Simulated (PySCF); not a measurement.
C3H4BFO. Atoms are numbered in the order given.

```xyz
10

O      1.8438     0.8299     0.0107
B      0.5550     0.5519     0.2799
C     -0.7430     1.3847     0.2947
C     -1.4031     0.2335     0.0108
C     -0.3331    -0.7906     0.2989
F     -0.1107    -1.7259    -0.6948
H      2.3829     0.0371    -0.0841
H     -1.1229     2.4071     0.3269
H     -2.4258     0.0543    -0.3497
H     -0.4882    -1.3293     1.2490
```
Charge 0, spin multiplicity 1.

Coordinates come from a PBE0-D3(BJ)/def2-SVP optimisation. The structure was generated by enumeration; whether it is a known compound was not checked. The values are those of a single conformer.

Level of theory: TDA-PBE/def2-SVPD (PySCF 2.14.0).

Vertical excitations. Isolated molecule, no solvent.

**Question.** Give excitation energies, oscillator strengths and character. (The exact figures need the calculation; the answer reports its results.)

**Answer.** 
| state | energy (eV) | λ (nm) | f | main pairs |
|---|---|---|---|---|
| S1 | 4.90 | 253 | 0.009 | HOMO→LUMO 93 % |
| S2 | 5.94 | 209 | 0.002 | HOMO−2→LUMO 93 % |
| S3 | 6.18 | 201 | 0.002 | HOMO→LUMO+1 95 % |
| S4 | 6.49 | 191 | 0.026 | HOMO→LUMO+2 39 %, HOMO−1→LUMO 26 %, HOMO−3→LUMO 20 % |
| S5 | 6.57 | 189 | 0.053 | HOMO→LUMO+2 50 %, HOMO−1→LUMO 25 %, HOMO−3→LUMO 14 % |
| S6 | 6.91 | 179 | 0.002 | HOMO−1→LUMO+1 88 % |
| S7 | 7.14 | 174 | 0.033 | HOMO−3→LUMO 41 %, HOMO−2→LUMO+1 19 %, HOMO−1→LUMO 11 %, HOMO−4→LUMO 9 % |
| S8 | 7.22 | 172 | 0.010 | HOMO→LUMO+3 95 % |
| S9 | 7.29 | 170 | 0.012 | HOMO−2→LUMO+1 53 %, HOMO−4→LUMO 22 %, HOMO−1→LUMO+2 15 % |
| S10 | 7.37 | 168 | 0.057 | HOMO−1→LUMO+2 30 %, HOMO−2→LUMO+1 26 %, HOMO−4→LUMO 21 %, HOMO−3→LUMO 7 % |
| T1 | 4.30 | 289 | 0 | HOMO→LUMO 67 %, HOMO−1→LUMO 30 % |
| T2 | 4.74 | 262 | 0 | HOMO−1→LUMO 64 %, HOMO→LUMO 32 % |
| T3 | 5.50 | 226 | 0 | HOMO−2→LUMO 94 % |
| T4 | 5.93 | 209 | 0 | HOMO→LUMO+2 70 %, HOMO→LUMO+1 27 % |
Triplets are in the Tamm–Dancoff approximation.
